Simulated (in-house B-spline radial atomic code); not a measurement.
RPA and G0W0 on r2SCAN0: Tb⁴⁺

Configuration [Xe] 4f7, highest spin, mean-field start r2SCAN0. Computed with an all-electron radial atomic-structure program (B-spline basis): all electrons, scalar-relativistic (spin-free one-electron X2C), finite nucleus, each spin shell either full or empty, empty states to l = 9 with an (l + 1/2)⁻⁴ tail; G0W0 by contour deformation at full frequency.

Without the two-electron picture change, the correlation of inner shells comes somewhat too large for so heavy an element.

Command:
```bash
python run_gw.py task.json out
```
Settings (radii: box in bohr, nucleus in fm):
```
Z                        65
electrons                61
configuration            [Xe] 4f7
hamiltonian              x2c
method                   r2scan0
lmax                     9
rms_radius               5.06
spin_polarised           True
box_radius               11.96
intervals                67
```

Run time, properties included: 8 s on 1 thread of Arm Neoverse N1, on a shared host.

Energies (hartree):

```tsv
term	value
mean-field total	-11705.60864
Hartree-Fock functional on these orbitals	-11701.70724
direct second order	-5.8169
second-order exchange	1.5444
SOSEX correction	1.4439
```

Task: What is the RPA correlation energy, and what remains with SOSEX?

Result: RPA gives -5.1078 hartree (-2.28 eV per electron); RPA + SOSEX gives -3.664, and the second-order doubles -4.2725 hartree (no singles). SOSEX takes back 28 % of the RPA value.

Quasi-particle levels (eV):

| level | occupied | mean field | Σx - vxc | Σc | QP weight | G0W0 |
| --- | --- | --- | --- | --- | --- | --- |
| 4f up | yes | -60.70 | -9.81 | ? | ? | ? |
| 5p down | yes | -69.28 | -4.05 | -1.07 | 0.954 | -74.41 |
| 5p up | yes | -72.04 | -4.62 | -0.30 | 0.931 | -76.95 |
| 4f down | no | -44.92 | 14.03 | -8.60 | 0.934 | -39.49 |

G0W0 = mean field + (Σx - vxc) + Σc, with Σc (partial-wave tail included) taken at the quasi-particle energy. Only the outer levels were computed. Levels of low weight are left out.

Task: Where does G0W0 put 4f up?

Result: At -67.53 eV, with Σc = 2.97 eV and a quasi-particle weight of 0.930.
